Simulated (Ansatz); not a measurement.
Tuning the range parameter of LC-ωPBE so that −HOMO meets the ionisation energy; basis def2-TZVPD, Ansatz. System: [BCl4]- (BCl₄⁻). Charge -1, multiplicity 1. Geometry: B3LYP-D4/def2-SVPD. The ionised state is a doublet.

Geometry of the singlet:

Cartesian coordinates in Å:
```
B -0.001 0.000 0.001
Cl -0.549 -0.972 1.514
Cl 1.590 -0.740 -0.677
Cl 0.299 1.793 0.480
Cl -1.339 -0.081 -1.317
```

```json
{"ω (1/bohr)": "0.1", "HOMO (eV)": "-3.90", "LUMO (eV)": "3.86", "vertical IE (eV)": "5.19", "HOMO + IE (eV)": "1.29"}
{"ω (1/bohr)": "0.15", "HOMO (eV)": "-4.53", "LUMO (eV)": "4.02", "vertical IE (eV)": "5.35", "HOMO + IE (eV)": "0.82"}
{"ω (1/bohr)": "0.2", "HOMO (eV)": "-5.09", "LUMO (eV)": "4.11", "vertical IE (eV)": "5.58", "HOMO + IE (eV)": "0.50"}
{"ω (1/bohr)": "0.3", "HOMO (eV)": "-5.97", "LUMO (eV)": "4.18", "vertical IE (eV)": "6.08", "HOMO + IE (eV)": "0.11"}
```

**Question.** Where does the tuning condition hold?

**Answer.** Not within the range that was run.
